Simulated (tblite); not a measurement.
Isomers of C5H7F3O2. Method: GFN2-xTB as coded in tblite; computed harmonic values from a numerical Hessian at the method's own geometry, unscaled. This tight-binding method is rough: wavenumbers can miss measured ones by several per cent, in bad cases by 10 to 20. One conformer each.

Electronic energies: GFN2-xTB at the same geometries; isomer energies are rough at this level and their order can be wrong.

```
              SMILES  electronic energy, lowest = 0 (kJ/mol)
   COC(=O)CCC(F)(F)F                                     0.0
    FC(F)(F)C1OCCCO1                                    37.3
FC(F)(F)[C@H]1COCCO1                                    52.7
```

Problem. How do GFN2-xTB zero-point energies change the relative energies?

Solution. 
```
              SMILES  ZPE (kJ/mol)  of it from modes above 1550 cm⁻¹  electronic (kJ/mol)  with ZPE, lowest = 0 (kJ/mol)  lowest mode (cm⁻¹)  rings
   COC(=O)CCC(F)(F)F         311.6                             136.4                  0.0                            0.0                 20i      0
    FC(F)(F)C1OCCCO1         321.1                             124.4                 37.3                           46.7                  33      1
FC(F)(F)[C@H]1COCCO1         319.8                             122.9                 52.7                           60.9                  51      1
```

The zero-point energies span 9.5 kJ/mol, from `COC(=O)CCC(F)(F)F` to `FC(F)(F)C1OCCCO1`. Slightly imaginary modes are left out of the zero-point energy: `COC(=O)CCC(F)(F)F` 19.9i cm⁻¹. The order is unchanged.
